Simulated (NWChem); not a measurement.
System: InH$_{2}$OCl; SMILES [OH][InH][Cl]

The following NWChem deck was run.

```
start job
memory heap 200 mb stack 900 mb global 1100 mb
geometry units angstroms noautoz
  In    -0.284927     0.405769     0.000000
  H     -1.903916     0.953873     0.000000
  Cl     0.232058    -1.879935     0.000000
  O      1.401070     1.459311     0.000000
  H      1.246783     2.411092     0.000000
end
basis spherical
  * library 3-21g
end
dft
  xc xtpss03 ctpss03
  iterations 150
  mulliken
end
task dft energy
```

Output (shortened):

```
             Northwest Computational Chemistry Package (NWChem) 7.3.0
             --------------------------------------------------------

 CS  symmetry detected

                             Geometry "geometry" -> ""
                             -------------------------

 Output coordinates in angstroms (scale by  1.889725989 to convert to a.u.)

  No.       Tag          Charge          X              Y              Z
 ---- ---------------- ---------- -------------- -------------- --------------
    1 In                  49.0000    -0.30659001     0.35464596     0.00000000
    2 H                    1.0000    -1.94646068     0.83669113     0.00000000
    3 Cl                  17.0000     0.30259713    -1.90822993     0.00000000
    4 O                    8.0000     1.33532785     1.47564656     0.00000000
    5 H                    1.0000     1.14259722     2.42039333     0.00000000

 Effective nuclear repulsion energy (a.u.)     348.6132050968

      Symmetry information
      --------------------

 Group name             Cs
 Group number              2
 Group order               2
 No. of unique centers     5

                                 NWChem DFT Module
                                 -----------------

 Summary of "ao basis" -> "ao basis" (spherical)
 ------------------------------------------------------------------------------
       Tag                 Description            Shells   Functions and Types
 ---------------- ------------------------------  ------  ---------------------
 In                          3-21g                  13       31   6s5p2d
 H                           3-21g                   2        2   2s
 Cl                          3-21g                   7       13   4s3p
 O                           3-21g                   5        9   3s2p

      Symmetry analysis of basis
      --------------------------

        a'         43
        a"         14

            General Information
            -------------------
          SCF calculation type: DFT
          Wavefunction type:  closed shell.
          No. of atoms     :     5
          No. of electrons :    76
           Alpha electrons :    38
            Beta electrons :    38
          Charge           :     0
          Spin multiplicity:     1
          Use of symmetry is: on ; symmetry adaption is: on
          Maximum number of iterations: 150
          AO basis - number of functions:    57
                     number of shells:    29
          Convergence on energy requested:  1.00D-06
          Convergence on density requested:  1.00D-05
          Convergence on gradient requested:  5.00D-04

              XC Information
              --------------
                  TPSS metaGGA Exchange Functional  1.000
             TPSS03 metaGGA Correlation Functional  1.000

             Grid Information
             ----------------
          Grid used for XC integration:  medium
          Radial quadrature: Mura-Knowles
          Angular quadrature: Lebedev.
          Tag              B.-S. Rad. Rad. Pts. Rad. Cut. Ang. Pts.
          ---              ---------- --------- --------- ---------
          In                  1.55      123           8.0       590
          H                   0.35       45          11.0       434
          Cl                  1.00       88          11.0       590
          O                   0.60       49           9.0       434
          Grid pruning is: on
          Number of quadrature shells:   350
          Spatial weights used:  Erf1

      Superposition of Atomic Density Guess
      -------------------------------------

 Sum of atomic energies:       -6247.37224282

      Non-variational initial energy
      ------------------------------

 Total energy =   -6247.639678
 1-e energy   =   -9326.741209
 2-e energy   =    2730.488326
 HOMO         =      -0.389141
 LUMO         =      -0.021915

      Symmetry analysis of molecular orbitals - initial
      -------------------------------------------------

  Numbering of irreducible representations:

     1 a'          2 a"

  Orbital symmetries:

     1 a'          2 a'          3 a'          4 a'          5 a"
     6 a'          7 a'          8 a'          9 a'         10 a"
    11 a'         12 a'         13 a'         14 a'         15 a"
    16 a"         17 a'         18 a'         19 a'         20 a"
    21 a'         22 a'         23 a'         24 a"         25 a'
    26 a'         27 a'         28 a'         29 a"         30 a"
    31 a'         32 a'         33 a'         34 a'         35 a"
    36 a'         37 a"         38 a'         39 a'         40 a"
    41 a'         42 a'         43 a'         44 a'         45 a"
    46 a'         47 a'         48 a'

     ---------------------------------------------
      Total Density - Mulliken Population Analysis
     ---------------------------------------------

    Atom       Charge   Shell Charges
 -----------   ------   -------------------------------------------------------
    1 In  49    47.59   2.00  2.00  6.00  2.00  6.00  2.00  5.93  0.62  0.56  0.37  0.14 10.00  9.98
    2 H    1     1.07   0.34  0.73
    3 Cl  17    17.69   2.00  1.96  5.91  1.14  3.17  0.88  2.63
    4 O    8     9.16   1.99  0.44  2.34  1.44  2.95
    5 H    1     0.49   0.32  0.17

   convergence    iter        energy       DeltaE   RMS-Dens  Diis-err
 ---------------- ----- ----------------- --------- --------- ---------
 d= 0,ls=0.0,diis     1  -6250.8601942366 -6.60D+03  5.91D-02  8.93D-01
 d= 0,ls=0.0,diis     2  -6248.8744387690  1.99D+00  5.01D-02  1.40D+01
 d= 0,ls=0.0,diis     3  -6250.9543703844 -2.08D+00  1.19D-02  1.56D-01
 d= 0,ls=0.0,diis     4  -6250.9691976805 -1.48D-02  4.73D-03  8.37D-02
 d= 0,ls=0.0,diis     5  -6250.9827120989 -1.35D-02  6.13D-04  1.64D-03
  Resetting Diis
 d= 0,ls=0.0,diis     6  -6250.9829681085 -2.56D-04  1.34D-04  4.99D-05
 d= 0,ls=0.0,diis     7  -6250.9829754014 -7.29D-06  8.43D-05  2.56D-06
 d= 0,ls=0.0,diis     8  -6250.9829754249 -2.35D-08  4.47D-05  2.97D-06
 d= 0,ls=0.0,diis     9  -6250.9829759988 -5.74D-07  1.24D-05  1.33D-06
 d= 0,ls=0.0,diis    10  -6250.9829761432 -1.44D-07  1.22D-06  3.30D-09

         Total DFT energy =    -6250.982976143183
      One electron energy =    -9327.208923115080
           Coulomb energy =     2921.125145551166
    Exchange-Corr. energy =     -193.512403676042
 Nuclear repulsion energy =      348.613205096774

 Numeric. integr. density =       75.999999799445

                  Occupations of the irreducible representations
                  ----------------------------------------------

                     irrep           alpha         beta
                     --------     --------     --------
                     a'               28.0         28.0
                     a"               10.0         10.0

                       DFT Final Molecular Orbital Analysis
                       ------------------------------------

 Vector   36  Occ=2.000000D+00  E=-2.734086D-01  Symmetry=a'
              MO Center=  6.2D-01, -5.6D-01, -1.1D-15, r^2= 4.0D+00
   Bfn.  Coefficient  Atom+Function         Bfn.  Coefficient  Atom+Function
  ----- ------------  ---------------      ----- ------------  ---------------
    40      0.445271  3 Cl px                44      0.377848  3 Cl px
    53     -0.302225  4 O  px                49     -0.279123  4 O  px
    52     -0.224350  4 O  s                 36     -0.209585  3 Cl px
    15      0.142525  1 In px                45      0.119029  3 Cl py
    16      0.114947  1 In py                41      0.110412  3 Cl py

 Vector   37  Occ=2.000000D+00  E=-2.553710D-01  Symmetry=a'
              MO Center=  5.5D-01,  5.8D-02,  3.8D-15, r^2= 4.5D+00
   Bfn.  Coefficient  Atom+Function         Bfn.  Coefficient  Atom+Function
  ----- ------------  ---------------      ----- ------------  ---------------
    53      0.391016  4 O  px                40      0.374840  3 Cl px
    49      0.345685  4 O  px                44      0.321905  3 Cl px
    33      0.291557  2 H  s                 36     -0.175480  3 Cl px
    52      0.136901  4 O  s                 27      0.134402  1 In d -2
    15     -0.124005  1 In px                32      0.114837  2 H  s

 Vector   38  Occ=2.000000D+00  E=-2.447237D-01  Symmetry=a"
              MO Center=  1.1D+00,  1.1D+00, -5.8D-16, r^2= 2.1D+00
   Bfn.  Coefficient  Atom+Function         Bfn.  Coefficient  Atom+Function
  ----- ------------  ---------------      ----- ------------  ---------------
    55      0.559114  4 O  pz                51      0.475705  4 O  pz
    46     -0.204350  3 Cl pz                42     -0.200923  3 Cl pz
    21      0.123365  1 In pz                17      0.121760  1 In pz
    38      0.095594  3 Cl pz                13     -0.077904  1 In pz
    28     -0.058507  1 In d -1              30      0.049008  1 In d  1

 Vector   39  Occ=0.000000D+00  E=-6.807825D-02  Symmetry=a"
              MO Center= -1.9D-01,  4.0D-01, -8.7D-15, r^2= 4.2D+00
   Bfn.  Coefficient  Atom+Function         Bfn.  Coefficient  Atom+Function
  ----- ------------  ---------------      ----- ------------  ---------------
    17      0.558127  1 In pz                21      0.560675  1 In pz
    13     -0.321259  1 In pz                55     -0.260066  4 O  pz
    46     -0.200061  3 Cl pz                51     -0.196264  4 O  pz
    42     -0.168116  3 Cl pz                 9      0.141000  1 In pz
    38      0.076319  3 Cl pz                 5     -0.039293  1 In pz

[...]
```

Level: TPSS/3-21G, non-relativistic. Coordinates come from a PBE0/def2-SVP (def2 core potentials past Kr) optimisation.
